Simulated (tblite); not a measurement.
Compound: C3H4F4O.
Z-matrix (Å and degrees, GFN2-xTB geometry), rows numbered from 1:
```
C 
O   1  1.4245
C   2  1.3549  1  114.57
F   3  1.3787  2  111.64  1    69.04
C   3  1.5411  2  108.40  1  -172.44
F   5  1.3364  3  110.03  2    62.27
F   5  1.3361  3  111.07  2  -179.48
F   5  1.3262  3  112.93  2   -58.29
H   1  1.0862  2  105.49  3   178.18
H   1  1.0938  2  110.49  3    59.14
H   1  1.0920  2  110.74  3   -62.83
H   3  1.1069  2  114.25  1   -50.80
```

Computed values, GFN2-xTB/tblite, gas phase, harmonic and unscaled. The method is semi-empirical: single wavenumbers can be off by several per cent or more. One conformer, not necessarily the lowest.

Harmonic wavenumbers (cm⁻¹): 45.3, 94.7, 140.9, 177.8, 204.9, 312.2, 344.8, 370.8, 467.8, 519.1, 566.7, 649.5, 846.1, 973.3, 1005.2, 1089.2, 1097.1, 1120.4, 1129.9, 1180.3, 1194.8, 1276.1, 1290.9, 1392.3, 1450.9, 1463.5, 2836.3, 2951.6, 2978.0, 3053.0.

A = 3334, B = 1509, C = 1302 MHz; mass 132.020 u (most abundant isotopes); point group C1, symmetry number 1.

Question: Zero-point energy?

Answer: Half the sum of the wavenumbers: 16112 cm⁻¹ = 46.07 kcal/mol.

Question: What is S at 200 K and 1 bar for an ideal gas of classical rigid rotors and harmonic oscillators?

Answer: Translation 38.59, rotation 27.10, vibration 14.90: S = 80.6 cal/(mol K).

Question: And Cp and H(200 K) − H(0)?

Answer: Cp = 23.88 cal/(mol K), of which vibrations give 15.93 (their classical limit is 30 R = 59.6); H(200 K) − H(0) = 3.22 kcal/mol without the zero-point energy, 1.63 from vibrations.

Question: Blend soft modes into free rotors: weight 1/[1 + (100 cm⁻¹/ν̃)⁴] for the oscillator and the rest for a rotor with moment μB/(μ + B), μ = h/(8π²ν), B = 10⁻⁴⁴ kg m². What vibrational entropy results?

Answer: 13.88 cal/(mol K) in place of 14.90, which changes −T·S at 200 K by +0.20 kcal/mol.

Question: Which modes carry the vibrational entropy at 200 K?

Answer: 45.3 cm⁻¹: 4.22; 94.7 cm⁻¹: 2.79; 140.9 cm⁻¹: 2.04; 177.8 cm⁻¹: 1.63; 204.9 cm⁻¹: 1.39; 312.2 cm⁻¹: 0.75 cal/(mol K); the other 24 give 2.08 together.

Hindered rotation and anharmonicity are outside this model. Other conformers, if any are populated, would add a mixing term that is left out. The structure is chiral; the term R ln 2 for an equal mix with its mirror image is left out.
